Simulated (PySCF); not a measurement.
Field gradients at the hydrogen positions

CH13NOSi5.
Cartesian coordinates in Å at the GFN2-xTB level; atoms count from 1:
```
atom  x, y, z in Å
Si1    2.6510   -1.7034   -0.2347
O2     1.8208   -0.7090    0.7325
Si3    0.5135    0.1649    1.1455
Si4    0.6101    2.3287    0.4103
C5    -0.9109    2.3657   -0.7497
Si6   -1.8954    0.7442   -0.6008
N7    -0.8942   -0.3912    0.2653
Si8   -1.3201   -2.0731    0.2207
H9     2.0600   -3.0399   -0.1756
H10    3.9982   -1.6660    0.3317
H11    2.6191   -1.1760   -1.6004
H12    0.3404   -0.1980    2.5561
H13    1.8032    2.7672   -0.3379
H14    0.4304    3.3333    1.4736
H15   -0.5930    2.4977   -1.7825
H16   -1.5589    3.2116   -0.5332
H17   -3.1342    0.9436    0.1680
H18   -2.2168    0.1788   -1.9181
H19   -1.0235   -2.6071   -1.1134
H20   -2.7549   -2.1786    0.4971
H21   -0.5536   -2.7765    1.2449
```

Level: PBE0/pcSseg-1 (PySCF, non-relativistic); Q(2H) = 0.00286 b; rigid geometry, the same for H and D, with no vibrational averaging.

What are Vzz, η and χzz (234.96 MHz × Q × Vzz) at all hydrogens?

```tsv
atom	bonded to	bond length (Å)	Vzz (au)	η	χzz (kHz)
H9	Si1	1.462	0.1597	0.04	107
H10	Si1	1.462	0.1611	0.02	108
H11	Si1	1.464	0.1587	0.04	107
H12	Si3	1.467	0.1582	0.02	106
H13	Si4	1.475	0.1569	0.02	105
H14	Si4	1.474	0.1575	0.02	106
H15	C5	1.089	0.3242	0.02	218
H16	C5	1.087	0.3271	0.01	220
H17	Si6	1.471	0.1553	0.01	104
H18	Si6	1.469	0.1560	0.04	105
H19	Si8	1.467	0.1587	0.02	107
H20	Si8	1.465	0.1595	0.04	107
H21	Si8	1.460	0.1628	0.05	109
```

Average by the element that carries the hydrogen.

on Si: 107 kHz over 11 positions, mean bond length 1.467 Å; on C: 219 kHz over 2 positions, mean bond length 1.088 Å.

How does χzz go with the bond length over the 11 Si–H bonds?

A straight-line fit has a slope of -2.5 kHz for each 0.01 Å, with a correlation coefficient of -0.84, over lengths from 1.460 to 1.475 Å. The longer bonds have the smaller couplings here.

Give the 2H NMR doublet splittings at H18 for a magnetic field along the z, y and x axes of the gradient: 3χ/2, 3χ(1 + η)/4, 3χ(1 − η)/4.

With |χ| = 104.8 kHz and η = 0.037: 157, 82 and 76 kHz, to first order and without motion.

One conformer (not necessarily the lowest) at the GFN2-xTB geometry, without solvent, vibrations or thermal averaging. GFN2-xTB bond lengths can be off by several hundredths of an ångström, more for odd bonds, and the gradients follow them. With so small a basis the couplings can be 20 % off.
